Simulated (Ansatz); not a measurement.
`[CH3][InH][Cl]` + HI → `[Cl][InH][I]` + CH₄ at 298.15 K and 1 bar (ligand exchange at the In–C bond).

Computed with Ansatz on PBE0-D4/def2-TZVP structures; ΔE is electronic, products minus reactants. CCSD(T)/CBS adds triple-zeta CCSD(T) − MP2 to the extrapolated MP2 energy (def2 sets, frozen cores). This one scheme is used for every species. def2 core potentials past Kr. For I, In outer-core shells are correlated without core-valence functions, which leaves a few kJ/mol of doubt a bond.

| species | CCSD(T)/CBS energy (Eh) | H − E (kJ/mol) | S (J/(mol·K)) |
| --- | --- | --- | --- |
| `[CH3][InH][Cl]` | -690.09240 | 129.4 | 341.2 |
| HI | -298.03592 | 22.7 | 206.5 |
| `[Cl][InH][I]` | -947.72945 | 36.0 | 338.3 |
| CH₄ | -40.46206 | 127.4 | 186.2 |

H − E and S are ideal-gas, rigid-rotor, harmonic terms from PBE0-D4/def2-TZVP, for one conformer and one mirror image of each species. 1 Eh = 2625.50 kJ/mol, R = 8.31446 J/(mol·K).

Q: By hand: ΔE, ΔH, ΔS and ΔG.

A: ΔE = (-947.72945) + (-40.46206) − (-690.09240) − (-298.03592) = -0.06319 Eh = -165.9 kJ/mol. Δ(H − E) = 36.0 + 127.4 − 129.4 − 22.7 = 11.3, so ΔH = -154.6 kJ/mol. ΔS = 338.3 + 186.2 − 341.2 − 206.5 = -23.2 J/(mol·K). ΔG = -154.6 − 298.15 × (-23.2)/1000 = -147.7 kJ/mol.

Q: By hand: the equilibrium constant, and the temperature at which ΔG would vanish if ΔH and ΔS stayed fixed.

A: log₁₀ K = −ΔG/(RT ln 10) = 25.9. ΔG = 0 at ΔH/ΔS = 6664 K, far beyond where these terms or the molecules hold.

ΔH outweighs TΔS. A doubt of 5 kJ/mol in ΔE shifts log₁₀ K by 0.9 here. Other conformers and mirror images would add mixing entropy, several J/(mol·K) or more a flexible species. Modes under 60 cm⁻¹, often nearly free rotors, make the harmonic entropy too high. These are equilibria of isolated gas molecules and say nothing of rates. Largest T1 diagnostic: 0.012 (customary marks: 0.02 for closed shells, 0.045 for open ones).
